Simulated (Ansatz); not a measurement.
Total energies of Ga10P11H28⁺, a nanocrystal cut from wurtzite GaP (hydrogen-capped) from Ansatz at PBE0-D4/def2-SVP, gas phase (1 Eh = 27.2114 eV = 2625.5 kJ/mol). The reference geometry is relaxed at PBE-D4/def2-SVP.

```csv
atom,x (Å),y (Å),z (Å)
P1,3.890,-1.225,2.004
Ga2,2.017,-2.624,1.138
P3,-1.227,-0.857,3.634
Ga4,-3.333,-1.980,2.923
P5,1.769,1.626,2.890
Ga6,3.911,1.160,1.899
Ga7,-0.188,0.507,2.000
P8,0.524,-0.937,0.308
P9,-3.256,-1.214,0.622
Ga10,-1.401,-2.090,-0.598
P11,3.433,1.464,-0.438
Ga12,1.505,0.342,-1.383
P13,2.132,-1.185,-3.081
P14,-1.506,-1.386,-2.876
Ga15,0.257,-2.336,-4.247
P16,-1.621,2.145,1.134
Ga17,-3.683,1.110,0.451
Ga18,-0.285,3.556,-0.317
P19,0.016,1.984,-2.139
P20,-3.678,1.559,-1.917
Ga21,-1.807,0.925,-3.298
H22,4.185,-1.519,3.373
H23,5.147,-1.612,1.441
H24,1.410,-3.259,2.444
H25,2.669,-3.384,-0.077
H26,-0.215,-1.768,4.067
H27,-1.373,-0.081,4.825
H28,-2.993,-3.512,2.976
H29,-4.440,-1.182,3.705
H30,1.902,1.337,4.284
H31,1.561,3.036,2.955
H32,5.121,1.975,2.465
H33,-4.401,-1.829,0.018
H34,-1.228,-3.647,-0.434
H35,4.616,1.074,-1.141
H36,3.414,2.856,-0.753
H37,3.054,-2.085,-2.461
H38,3.023,-0.509,-3.970
H39,-2.699,-1.997,-3.382
H40,0.445,-3.851,-3.880
H41,0.248,-1.653,-5.663
H42,-1.965,2.949,2.268
H43,-4.942,1.683,1.192
H44,1.141,3.635,0.392
H45,-1.116,4.801,-0.794
H46,0.747,2.683,-3.154
H47,-4.861,0.986,-2.480
H48,-3.975,2.941,-2.134
H49,-1.949,1.388,-4.790
```

| state | geometry | energy (Eh) |
| --- | --- | --- |
| charge 1 singlet | reference | -23013.13250 |
| charge 2 doublet | reference | -23012.74088 |
| charge 0 doublet | reference | -23013.24929 |

Single mean-field runs in def2-SVP are fitted with def2-universal-jkfit.

Question: Work out the vertical ionisation energy to the doublet.

Answer: E(charge 2 doublet) − E(charge 1 singlet) = -23012.74088 − (-23013.13250) = 0.39162 Eh = 10.66 eV. For comparison, −ε of the highest occupied level is 9.54 eV at this level, 1.12 eV less.

Question: Work out the vertical electron affinity, to the doublet.

Answer: E(charge 1 singlet) − E(charge 0 doublet) = -23013.13250 − (-23013.24929) = 0.11679 Eh = 3.18 eV.

Question: Give the fundamental gap IE − EA, the Mulliken electronegativity (IE + EA)/2 and the hardness (IE − EA)/2.

Answer: From the values in Eh: IE − EA = 0.39162 − 0.11679 = 0.27483 Eh = 7.48 eV; (IE + EA)/2 = 6.92 eV; (IE − EA)/2 = 3.74 eV. The HOMO–LUMO gap of the same run is 5.45 eV, 2.03 eV smaller than the fundamental gap.
